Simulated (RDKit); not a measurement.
Input for RDKit: MMFF94 on C3H5Cl (a complex), monomers drawn apart or pushed together.

```python
from rdkit import Chem
from rdkit.Chem import AllChem, rdDetermineBonds

blocks = [
'''4

C     0.41051972    0.07596698    0.03502410
C     0.55043701   -0.81996688   -0.74703761
H     0.28303593    0.85982101    0.74464672
H     0.67620536   -1.60768192   -1.44911977
''',
'''5

C    -0.25325064   -0.80261270    3.21219355
Cl   -0.20414841    0.99456353    3.18224181
H     0.50714842   -1.14804543    3.90554732
H    -1.24194497   -1.10612016    3.54187710
H    -0.05309751   -1.16327918    2.20775877
''',
]
mol = None
for b in blocks:
    f = Chem.MolFromXYZBlock(b)
    rdDetermineBonds.DetermineBonds(f, charge=0)
    mol = f if mol is None else Chem.CombineMols(mol, f)
Chem.SanitizeMol(mol)
print(Chem.MolToSmiles(Chem.RemoveHs(mol)))
ff = AllChem.MMFFGetMoleculeForceField(mol, AllChem.MMFFGetMoleculeProperties(mol), nonBondedThresh=100.0, ignoreInterfragInteractions=False)
e = ff.CalcEnergy()
print(f'MMFF94 energy {e:.6f} kcal/mol')
```

Program output:

```
C#C.CCl
MMFF94 energy 6.465555 kcal/mol
```

The run finished.

Cost: roughly 0.05 core-seconds.
